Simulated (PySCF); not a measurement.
**Excitation energy of Kr⁺ by level of theory**

Kr⁺ [Ar] 3d10 4s2 4p5 (2P) → Kr⁺ [Ar] 3d10 4s1 4p5 4d1 (high-spin determinant), as a difference of total energies. All numbers are calculated (PySCF 2.14, the non-relativistic Hamiltonian (point nucleus), in dyall-av2z). Correlated levels: valence: [Ar] 3d10 frozen; virtual orbitals above 40 to 60 times the deepest correlated orbital energy dropped. The calculations carry no spin-orbit coupling.

```tsv
method	excitation energy (eV)
UHF	30.570
MP2 (valence)	30.137
SCS-MP2 (valence)	29.954
CCSD (valence)	28.615
CCSD(T) (valence)	28.029
```

How much does correlation contribute at CCSD(T) (valence)?

28.029 − (30.570) = -2.541 eV, measured against UHF.

The upper state lies above the first ionisation limit, where it may autoionise and the basis confines it.

The promoted electron is Rydberg-like, and one or two diffuse shells describe it only roughly, which tends to raise the upper state.

The coupled-cluster amplitudes are large for the upper state (T1 above 0.03 or a double amplitude above 0.15), so a single reference is strained.

The determinant of the upper state mixes LS terms, which raises its energy above the lowest term, most at the Hartree-Fock and MP2 levels.
